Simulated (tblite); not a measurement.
C8H12P (charge -1).
Structure used (GFN2-xTB), in Å, numbered top down from 1:
```xyz
21
C8H12P angstrom
C      2.6576    0.3544   -0.5624
C      1.9098   -0.7316    0.2162
C      0.5930   -0.2303    0.7363
C      0.4364    0.2598    2.0168
P     -1.1756    0.8304    2.3462
C     -1.6452    0.3969    0.7098
C     -3.0330    0.6057    0.1762
C     -0.5988   -0.1541   -0.0129
C     -0.7261   -0.6154   -1.4367
H      2.8163    1.2204    0.0774
H      3.6277   -0.0031   -0.9164
H      2.0700    0.6724   -1.4210
H      2.5323   -1.0517    1.0593
H      1.7633   -1.6002   -0.4370
H      1.2253    0.2898    2.7577
H     -3.0266    1.2420   -0.7150
H     -3.6534    1.0840    0.9331
H     -3.5042   -0.3451   -0.0973
H     -0.1469   -1.5255   -1.6070
H     -0.3643    0.1431   -2.1393
H     -1.7664   -0.8252   -1.6846
```

Level: GFN2-xTB in tblite, geometry and Hessian alike; calculated harmonic values, unscaled, isolated species. Errors from tens to a few hundred cm⁻¹ against measured bands are possible. One conformer, not necessarily the lowest. The optimisation stopped once no atom felt more than 0.01 eV/Å.

Lowest wavenumbers of the output (negative numbers stand for imaginary wavenumbers):
```
mode    cm-1
  1     -53.7
  2      76.6
  3     101.5
  4     161.3
  5     180.9
  6     190.9
  7     261.5
  8     272.7
  9     302.1
 10     329.8
```

Q: Is this structure a minimum?

A: Not by this Hessian. 1 mode is imaginary beyond 20i (54i cm⁻¹), so at this level the point lies at or near a first-order saddle. The curvature is small, so loose convergence or finite differences may be the whole cause.

Q: Which atoms move in the imaginary mode?

A: 54i: H20 (methyl hydrogen) 27 %, H19 (methyl hydrogen) 27 %, H21 (methyl hydrogen) 19 %. These are shares of the mass-weighted motion.

Q: What is the remedy?

A: Step along that mode in both directions, optimise again with tighter thresholds and repeat the frequencies. The zero-point energy of this point (109.1 kcal/mol) counts the 56 real modes alone, and thermal corrections from it aren't those of a minimum.
